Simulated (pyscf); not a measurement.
H₃C–CH₂–NH–Al(NH₂)–NH₂ (SMILES CC[NH][Al]([NH2])[NH2]) -> H₂N–CH₂–CH₂–Al(NH₂)–NH₂ (SMILES NC[CH2][Al]([NH2])[NH2]), a concerted two-bond exchange (singlet surface; Al–N, C–H broken, H–N, Al–C formed). Structures and frequencies: ωB97X-D3(BJ)/def2-SVP in PySCF. Energies in eV from the reactant's lowest minimum found.

AM1 to PM7: differences of heats of formation from MOPAC, which are fitted to 298 K values and so differ in kind from electronic energies by zero-point and thermal terms. 

**Question.** Quick AM1 single points give ΔE‡ = 4.08 eV and ΔE = +0.99 eV. What does ωB97M-D3(BJ)/def2-TZVP give, and how far is the quick result from it?

**Answer.** ωB97M-D3(BJ)/def2-TZVP gives ΔE‡ = 2.80 eV and ΔE = +0.42 eV. AM1 lies 1.29 eV over it in the barrier and 0.56 eV over it in the reaction energy, so on this step it does not hold to within 0.13 eV. ωB97M-D3(BJ)/def2-TZVP has limits of its own. On the reactant side the descent ends in a point that may be a rotor saddle (no frequency run), 0.06 eV over the lowest minimum found and 2.75 eV under the saddle at ωB97X-D3(BJ)/def2-TZVP. What is counted as broken (Al–N) persists as a longer contact in the product adduct; parting that adduct is a step of its own. H₂N–CH₂–CH₂–Al(NH₂)–NH₂ is closed by a dative Al–N contact. One saddle was located; it need not be the lowest between these sides.
